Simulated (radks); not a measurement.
Neutral gallium inside a hard spherical wall (all orbitals vanish at R), configuration held at [Ar] 3d10 4s2 4p1 and not refilled when levels cross. All-electron calculation, non-relativistic Kohn-Sham, PBEsol, spin-unpolarised, spherical densities, point nucleus. Program: a radial shooting solver on a logarithmic mesh with Libxc functionals. Eigenvalues in eV, with the zero of energy where the potential of the charges vanishes at infinity; a dash marks a level that is unbound or too diffuse for the functional's potential to be trusted. A positive occupied level is held by the wall or, in an anion where self-interaction has pushed it up, behind a barrier. The pressure on the wall is -dE/dV.

[
 {"R (bohr)": "free", "E (hartree)": "-1923.12244", "kinetic (hartree)": "1921.673", "e(3p)": "-97.558", "e(3d)": "-19.783", "e(4s)": "-8.723", "e(4p)": "-2.609", "e(5s, empty)": "-", "e(5p, empty)": "-", "pressure (GPa)": "0"},
 {"R (bohr)": "20", "E (hartree)": "-1923.12244", "kinetic (hartree)": "1921.673", "e(3p)": "-97.558", "e(3d)": "-19.783", "e(4s)": "-8.723", "e(4p)": "-2.609", "e(5s, empty)": "-0.293", "e(5p, empty)": "0.361", "pressure (GPa)": "< 0.0001"},
 {"R (bohr)": "15", "E (hartree)": "-1923.12243", "kinetic (hartree)": "1921.673", "e(3p)": "-97.556", "e(3d)": "-19.780", "e(4s)": "-8.721", "e(4p)": "-2.607", "e(5s, empty)": "-0.159", "e(5p, empty)": "0.781", "pressure (GPa)": "0.000103"},
 {"R (bohr)": "8", "E (hartree)": "-1923.11749", "kinetic (hartree)": "1921.702", "e(3p)": "-97.221", "e(3d)": "-19.447", "e(4s)": "-8.462", "e(4p)": "-2.282", "e(5s, empty)": "2.526", "e(5p, empty)": "5.474", "pressure (GPa)": "0.164"},
 {"R (bohr)": "7", "E (hartree)": "-1923.10991", "kinetic (hartree)": "1921.742", "e(3p)": "-96.905", "e(3d)": "-19.135", "e(4s)": "-8.223", "e(4p)": "-1.936", "e(5s, empty)": "4.432", "e(5p, empty)": "8.196", "pressure (GPa)": "0.573"},
 {"R (bohr)": "6", "E (hartree)": "-1923.08853", "kinetic (hartree)": "1921.845", "e(3p)": "-96.260", "e(3d)": "-18.499", "e(4s)": "-7.715", "e(4p)": "-1.176", "e(5s, empty)": "8.048", "e(5p, empty)": "12.953", "pressure (GPa)": "2.29"},
 {"R (bohr)": "5", "E (hartree)": "-1923.02205", "kinetic (hartree)": "1922.134", "e(3p)": "-94.890", "e(3d)": "-17.159", "e(4s)": "-6.510", "e(4p)": "0.606", "e(5s, empty)": "15.499", "e(5p, empty)": "22.040", "pressure (GPa)": "10.7"},
 {"R (bohr)": "4", "E (hartree)": "-1922.78940", "kinetic (hartree)": "1923.014", "e(3p)": "-91.894", "e(3d)": "-14.249", "e(4s)": "-3.254", "e(4p)": "5.170", "e(5s, empty)": "32.629", "e(5p, empty)": "41.638", "pressure (GPa)": "61.9"},
 {"R (bohr)": "3.5", "E (hartree)": "-1922.47853", "kinetic (hartree)": "1924.094", "e(3p)": "-89.094", "e(3d)": "-11.538", "e(4s)": "0.444", "e(4p)": "10.069", "e(5s, empty)": "49.751", "e(5p, empty)": "60.482", "pressure (GPa)": "169"},
 {"R (bohr)": "2", "E (hartree)": "-1915.38966", "kinetic (hartree)": "1946.337", "e(3p)": "-58.742", "e(3d)": "19.615", "e(4s)": "63.436", "e(4p)": "82.744", "e(5s, empty)": "259.75", "e(5p, empty)": "276.18", "pressure (GPa)": "9510"},
 {"R (bohr)": "1.5", "E (hartree)": "-1897.79377", "kinetic (hartree)": "1998.515", "e(3p)": "-14.893", "e(3d)": "68.204", "e(4s)": "190.17", "e(4p)": "214.40", "e(5s, empty)": "580.19", "e(5p, empty)": "589.03", "pressure (GPa)": "71000"}
]
